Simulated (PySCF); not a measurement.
**Relaxation of singlet NbNF₂**

All numbers come from PBE0/[Nb def2-TZVP with ECP28, N def2-TZVP, F def2-TZVP], scalar-relativistic core potentials, density fitting, no spin–orbit coupling, PySCF. A (50,194) grid was used.

A start displaced from a saddle point along its imaginary mode, of Cs symmetry, held to at least that symmetry:

```xyz
4
charge 0 multiplicity 1, angstrom
Nb   -0.0078   -0.1343   -0.0051
N    -1.3849    0.2500   -0.9023
F    -0.4517    0.2362    1.8508
F     1.5105    0.2362   -1.1610
```

Optimiser trace:
| step | E − E(last) (kJ/mol) | largest gradient (Eh/bohr) |
| --- | --- | --- |
| 0 | 13.96 | 0.04050 |
| 1 | 2.73 | 0.01269 |
| 2 | 1.15 | 0.00214 |
| 3 | 0.38 | 0.00632 |
| 4 | 0.05 | 0.00342 |
| 5 | 0.00 | 0.00051 |
| 6 | 0.00 | 0.00002 |

It ends at Cs with Nb–F 1.893 Å (×2), Nb–N 1.646 Å; F–Nb–F 122.7°, F–Nb–N 107.2° (×2) (after a last refinement on a finer grid). The frequency run here used a shortcut that can spoil soft modes, so no verdict on minimum or saddle point is given.

Final geometry:
Coordinates in bohr (charge 0 multiplicity 1):
```
Nb   -0.0740   -0.3542   -0.0482
N    -2.5571    0.5922   -1.6659
F    -0.6006    0.6133    3.3560
F     2.8272    0.6133   -1.9055
```

The relaxation took roughly 2.2 core-minutes on a shared host.
